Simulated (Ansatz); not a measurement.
Molecule: CH₃AlCl₂O, net charge 0, singlet state. 
Coordinates optimised at B3LYP-D3(BJ)/def2-TZVP (Ansatz, a quantum-chemistry and plane-wave program):
```
O
C 1 1.4127
H 2 1.0922 1 109.44
H 2 1.0922 3 108.47 1 -119.34
H 2 1.0938 3 108.66 4 -117.96
Al 1 1.6675 2 135.82 3 120.63
Cl 6 2.0787 1 119.19 2 -180.00
Cl 6 2.0886 1 120.69 2 0.00
```
Charge 0, spin multiplicity 1.

Total electronic energies in hartree. Correlated levels leave the core frozen unless marked. Spin-orbit coupling is left out. No relativistic terms. Basis-set limits of correlation are two-point, X^-3; Hartree-Fock from the larger set.

| level | program | energy (Eh) |
|---|---|---|
| B97M-V/def2-TZVPD | Ansatz | -1277.92136 |
| B3LYP-D3(BJ)/def2-TZVPD | Ansatz + dftd3 | -1278.30585 |
| HSE06-D4/def2-TZVPD | Ansatz + dftd4 | (withheld) |
| CAM-B3LYP/def2-TZVPD | Ansatz | (withheld) |
| LC-wPBE-D4/def2-TZVPD | Ansatz + dftd4 | (withheld) |
| SCS-MP2/cc-pV(T+d)Z | Ansatz | -1276.53891 |
| CCSD/cc-pV(Q+d)Z | Ansatz | -1276.68411 |
| CCSD(T)/aug-cc-pV(Q+d)Z | Ansatz | -1276.73371 |
| CCSD(T)/CBS(aug-cc-pV(T+d)Z,aug-cc-pV(Q+d)Z) | Ansatz | -1276.7795 |

**Question.** Fill in the missing entries.

**Answer.** 
- HSE06-D4/def2-TZVPD, energy (Eh): -1277.67096
- CAM-B3LYP/def2-TZVPD, energy (Eh): -1278.23006
- LC-wPBE-D4/def2-TZVPD, energy (Eh): -1277.84384
